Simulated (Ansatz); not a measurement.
Consider the ligand exchange at the Si–F bond: `CC[Si]F` + CH₃OH → `CC[Si]OC` + H–F.

Calculated with Ansatz (gas phase, PBE0-D4/def2-TZVP geometries, no zero-point term in ΔE). CCSD(T)/CBS is the MP2 limit (def2-TZVPP, def2-QZVPP) plus CCSD(T) − MP2 in def2-TZVPP, frozen cores. This one scheme is used for every species. Functionals use def2-TZVPP. Each species was taken in one conformer, which may not be the lowest.

(1) Is it downhill or uphill in electronic energy at CCSD(T)/CBS, and by how much? (Best estimate.)

(2) What do these levels give: r2SCAN0-D4, B2PLYP, BLYP, MP2/def2-TZVPP, SCS-MP2/def2-TZVPP, HF/def2-QZVPP? (Best estimate.)

Largest T1 diagnostic among the species: 0.013.

Answers

(1) Ansatz gave: Uphill: ΔE = +0.30 eV.

(2) The calculation gave: r2SCAN0-D4 0.34, B2PLYP 0.38, BLYP 0.46, MP2/def2-TZVPP 0.25, SCS-MP2/def2-TZVPP 0.31, HF/def2-QZVPP 0.52 eV.

In def2-TZVPP, CCSD(T) changes the Hartree–Fock value by −0.22 eV (the triples alone add −0.04 eV) and MP2 by −0.27 eV. The D4 term adds −0.12 eV with B3LYP and −0.07 eV with PBE0; it sums over pairs of atoms, weighted by their polarisabilities, and B3LYP, whose exchange is more repulsive, gets the larger term. Leaving LDA and LC-ωPBE aside and taking each functional with its dispersion term where it has one, the values, not all of them listed here, spread over 0.14 eV, from revPBE-D4 to B97M-V. LDA lies −0.12 eV from PBE without D4.

B3LYP here is the variant with VWN-RPA as its local correlation; programs differ in this.
